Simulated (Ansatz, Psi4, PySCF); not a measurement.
C2H3O (SMILES C[C]=O), doublet, at a GFN2-xTB geometry. Base run: B3LYP5/def2-SVP run with PySCF.

Geometry (Å):
```xyz
6

C     -0.9828    -0.6403     0.0092
C      0.0089     0.4568     0.0036
H     -0.5147    -1.6296    -0.0057
H     -1.6023    -0.5387     0.8982
H     -1.6280    -0.5245    -0.8596
O      1.1985     0.4742    -0.0137
```
Charge 0, spin multiplicity 2.
Orbitals are unrestricted.
All else is at PySCF's defaults.

The same geometry, method and basis name were run in Ansatz (an electronic-structure program) and Psi4 and PySCF, at each program's defaults and at the settings that a row names. The base is PySCF at its defaults. Differences at the defaults can come from grids, fitting, cores and function types together.

| code and settings | ΔE vs base (mEh) | basis functions | E (Eh) | SCF cycles | dipole (D) |
|---|---|---|---|---|---|
| PySCF, defaults (exact integrals, its default grid, spherical functions) | 0.000 | 57 | -152.98147 | 11 | 2.52 |
| Psi4, defaults (density fitting with its default set, its default grid, spherical functions) | -0.019 | 57 | -152.98149 | 9 | 2.52 |
| Ansatz, defaults (factorised integrals, its default grid, spherical functions) | -0.002 | 57 | -152.98147 | - | - |
| PySCF, density fitting with def2-universal-jkfit | -0.016 | 57 | -152.98149 | 11 | 2.52 |
| PySCF, fine grid | -0.002 | 57 | -152.98147 | 11 | 2.52 |
| Psi4, exact integrals, spherical functions, fine grid | -0.002 | 57 | -152.98147 | 13 | 2.52 |
| Ansatz, high accuracy | -0.002 | 57 | -152.98147 | - | - |

Open shells are given as the SCF converged; they aren't shown to be the lowest states, and a large step between rows can be another state.
